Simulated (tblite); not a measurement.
Species: C5H2ClFOS.
Atom-mapped SMILES: `[O:1]=[C:2]([Cl:3])[c:4]1[cH:5][c:6]([F:7])[cH:8][s:9]1` (hydrogens: H10 on C5; H11 on C8)

Computed geometry: GFN2-xTB, gas phase.

(1) Give the optimised bond lengths and angles.

Answers

(1) 
| bond | length (Å) |
| --- | --- |
| O1=C2 | 1.189 |
| C2–Cl3 | 1.777 |
| C2–C4 | 1.442 |
| C4–C5 | 1.378 |
| C5–C6 | 1.401 |
| C6–F7 | 1.336 |
| C6–C8 | 1.369 |
| C8–S9 | 1.704 |
| C4–S9 | 1.732 |
| C5–H10 | 1.074 |
| C8–H11 | 1.072 |

A selection of angles:
| angle | degrees |
| --- | --- |
| O1–C2–Cl3 | 120.4 |
| O1–C2–C4 | 127.6 |
| Cl3–C2–C4 | 111.9 |
| C2–C4–C5 | 125.6 |
| C2–C4–S9 | 122.4 |
| C5–C4–S9 | 111.9 |
| C4–C5–C6 | 111.1 |
| C4–C5–H10 | 124.1 |
| C6–C5–H10 | 124.8 |
| C5–C6–F7 | 123.0 |
| C5–C6–C8 | 114.1 |
| F7–C6–C8 | 122.8 |
| C6–C8–S9 | 111.5 |
| C6–C8–H11 | 127.3 |
| S9–C8–H11 | 121.2 |
| C4–S9–C8 | 91.3 |

Torsions: O1–C2–C4–C5 -1° (synperiplanar).

The 4 C–C bonds span 1.369 Å (C6–C8, aromatic) to 1.442 Å (C2–C4, drawn single), a spread of 0.073 Å. The C–S distances run from 1.704 Å (C8–S9, aromatic) to 1.732 Å (C4–S9, aromatic), a spread of 0.028 Å. The 5-membered ring C4–C5–C6–C8–S9 has internal angles of 91.3° to 114.1° (sum 540°, against 540° for a flat polygon); it is planar, 0.00 Å rms from its mean plane, widest ring torsion 0°. The 9 heavy atoms lie in one plane (0.014 Å rms).

Its GFN2-xTB frequencies are all real (lowest 49 cm⁻¹). The numbers are those of one conformer. 3 starts were optimised and ended at 0.00, 0.13 and 0.13 kcal/mol (GFN2-xTB); the lowest of these is shown.
